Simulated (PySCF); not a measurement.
Vertical excitations of a molecule C2H6BFN2 from TDA-CAM-B3LYP/def2-SVPD in PySCF, as energy in eV (oscillator strength): 4.33 (0.002), 6.56 (0.206), 7.15 (0.000), 7.15 (0.004), 7.47 (0.032), 7.78 (0.110), 7.88 (0.230), 8.32 (0.179), 8.40 (0.002), 8.92 (0.005). Lowest triplet (TDA): 3.48 eV. Geometry optimised at B3LYP-D3(BJ)/def2-SVP. Other conformers were not sampled.

Problem. Identify the compound among the candidates.
A) C/C=N/B(N)F
B) FB1NCCN1
C) C/N=C/B(N)F
D) NB(N)/C=C\F

Solution. C, C/N=C/B(N)F
